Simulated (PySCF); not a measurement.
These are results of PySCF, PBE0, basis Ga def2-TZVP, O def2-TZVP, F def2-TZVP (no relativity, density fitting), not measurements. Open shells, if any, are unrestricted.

Problem. What shape and geometry does isolated singlet GaOF take (every ligand bound to Ga)?

Solution. Counting electrons, gallium keeps none of its valence electrons outside its bonds, so the VSEPR class is AX2 and the expected shape is linear; with unlike ligands the computed point group is C∞v. The lowest minimum found is a singlet of C∞v symmetry with Ga–F 1.711 Å, Ga–O 1.642 Å; F–Ga–O 180.0°. Its harmonic wavenumbers are 183 (π), 703 (σ+), 972 (σ+) cm⁻¹ and its dipole moment is 2.53 D.

Other isomers or separated fragments may lie lower.
